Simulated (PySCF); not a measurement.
Adding and removing an electron: NaSn

r²SCAN; Na def2-SVP, Sn def2-SVP with ECP28; scalar-relativistic core potentials (PySCF 2.14). Neutral (UKS): quartet (σ ↑, π ↑↑), Re = 2.917 Å, ωe = 182 cm⁻¹, De = 1.36 eV, HOMO -3.48 eV, LUMO -2.08 eV.

NaSn⁺ (UKS): triplet (σ ↑, π ↑), Re = 3.437 Å, ωe = 104 cm⁻¹, De = 0.56 eV to Na⁺ + Sn. The energies at the minima are -376.56062 hartree for NaSn and -376.34473 for NaSn⁺.

(1) Work out the adiabatic ionisation energy, without and with harmonic zero-point energies (1 hartree = 27.2114 eV, 1 eV = 8065.5 cm⁻¹), and the change of the bond length.

Spin–orbit coupling is left out, which matters for elements this heavy, above all for dissociation energies. For an ion De counts to the pair picked by the measured ionisation energies or electron affinities, which need not be the lowest pair at this level. States were picked by a PBE0 search and need not be the measured ground states.

## Answers

(1) At r²SCAN: 0.21589 hartree = 5.875 eV between the minima; the zero-point term (104.0 − 182.0)/2 cm⁻¹ = -0.005 eV makes it 5.870 eV. Re changes by +52.0 pm against the neutral. The electron leaves a π orbital, and the ion is left as a loose complex of an ion and an atom.
